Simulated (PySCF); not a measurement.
## Correlation energy of W³⁺ (tungsten, charge +3)

[Xe] 4f14 5d3, high-spin 4F determinant. Calculation: PySCF 2.14, in def2-TZVPPD with the def2 core potential (60 electrons); scalar relativity through the core potential. Frozen: nothing; 11 electrons correlated.

MP2 pair energies summed by pair of shells (mhartree):

```tsv
pair	energy	share (%)
5p-5d	-79.41	39.9
5p-5p	-75.95	38.2
5s-5p	-20.03	10.1
5d-5d	-13.02	6.5
5s-5d	-7.22	3.6
5s-5s	-3.44	1.7
```

Total MP2 correlation energy: -199.07 mhartree.

Same-spin part -60.78 and opposite-spin part -138.29 mhartree; SCS-MP2 scales them by 1/3 and 6/5 to -186.21 mhartree.

The basis has no tight functions for the innermost shells, so their pair energies are far from complete.

This basis was not built for core-valence correlation, so the inner-shell part is incomplete.
